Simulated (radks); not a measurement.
Numerical settings for the ruthenium ion Ru+, [Kr] 4d7. Calculated with a radial shooting solver on a logarithmic mesh with Libxc functionals: Dirac Kohn-Sham, LDA (Slater exchange, Perdew-Wang correlation), spin-unpolarised, spherical densities, point nucleus; open shells fill j = l - 1/2 first. The defaults (mesh step 0.008 in ln r, mesh end at 40 bohr or more with all orbitals vanishing there, Anderson mixing 0.5 over 9 steps, residual threshold near 1e-9 with the energy settled to 1e-9 hartree or 1e-11 of itself, here a cap of 72 iterations) give E = -4526.7996 hartree and 4d5/2 at -12.620 eV in 15 iterations. Run on one thread of a shared host, so times are rough (Intel(R) Xeon(R) Platinum 8559C): 0.12 s of CPU time, 0.12 s wall, 15 iterations on 2546 mesh points. Changes against that run (0 stands for a change within the tolerance of the run):

| setting | iterations | converged | E (mhartree) | e(4d5/2) (meV) | CPU (s) |
|---|---|---|---|---|---|
| mesh step in ln r 0.12 | 2 | no | diverged | - | 0.02 |
| mesh step in ln r 0.2 | 2 | no | diverged | - | 0.02 |
| mesh step in ln r 0.012 | 15 | yes | 0 | 0 | 0.09 |
| mesh end (bohr) 5 | 14 | yes | +23.7 | +776 | 0.11 |
| mesh end (bohr) 400 | 15 | yes | 0 | 0 | 0.12 |
| residual threshold 1e-13 | 25 | yes | 0 | 0 | 0.16 |
| residual threshold 0.01 | 9 | yes | 0 | -1.43 | 0.09 |
| mixing 0.01 | 22 | yes | 0 | 0 | 0.16 |
| linear mixing, mixing 0.8 | 72 | no | +454 | +4.49e+03 | 0.73 |
| linear mixing, mixing 0.05 | 72 | no | +0.032 | -162 | 0.49 |
| mixing history 20 | 20 | yes | 0 | 0 | 0.14 |
| iteration cap 5 | 5 | no | +0.0589 | +14.2 | 0.05 |

Settings that end as converged yet miss the energy by more than 1 mhartree: mesh end (bohr) 5 (+0.0237 hartree). A mesh that ends early acts as a hard wall.
